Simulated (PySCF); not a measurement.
A species of formula C9H13N has this rotational fingerprint, computed with PBE0/pcSseg-1 in PySCF (dipole) on a GFN2-xTB geometry, gas phase:

* Rotational constants: A = 2608, B = 1003, C = 861.4 MHz
* Dipole components: |μa| = 0.76 D, |μb| = 1.62 D, |μc| = 0.00 D
* Inertial defect: -110.75 u·Å²
* κ: -0.84

**Question.** Which candidate fits, each taken in the one conformer that was computed?
A. `[CH:1]#[C:2][C@@H:3]1[CH2:4][CH2:5][N:6]2[CH2:7][CH2:8][CH2:9][C@@H:10]12` with C2–C3–C4–C5 -160°, C3–C4–C5–N6 40°, C4–C5–N6–C7 -147°, C5–N6–C7–C8 95°
B. `Cc1ccccc1N(C)C`
C. `[CH3:1][CH2:2][c:3]1[cH:4][cH:5][cH:6][c:7]([CH3:8])[c:9]1[NH2:10]` with C1–C2–C3–C4 102°
D. `c1(ccccn1)C(C)(C)C` (2-tert-butylpyridine)

**Answer.** D. It is CC(C)(C)c1ccccn1, an asymmetric top, point group Cs. The candidates at the same level (rigid rotor, commonest isotopes):

```
                   SMILES  A (MHz)  B (MHz)  C (MHz)  μa (D)  μb (D)  μc (D)  Δ (u·Å²)  point group           rotor
C#C[C@@H]1CCN2CCC[C@@H]12     2492     1083    836.8    0.70    0.09    0.99    -65.61           C1  asymmetric top
           CCc1cccc(C)c1N     2024     1168    795.3    0.23    1.48    0.89    -46.89           C1  asymmetric top
           Cc1ccccc1N(C)C     2127     1168    832.9    0.96    0.06    0.33    -63.66           C1  asymmetric top
         CC(C)(C)c1ccccn1     2608     1003    861.4    0.76    1.62    0.00   -110.75           Cs  asymmetric top
```

`Cc1ccccc1N(C)C` has A 18 % too low; `CCc1cccc(C)c1N` has A 22 % too low; `C#C[C@@H]1CCN2CCC[C@@H]12` has B 8 % too high. In the right answer the mirror of this Cs structure is the ab plane, so μc vanishes by symmetry. No structure here is proved a minimum.
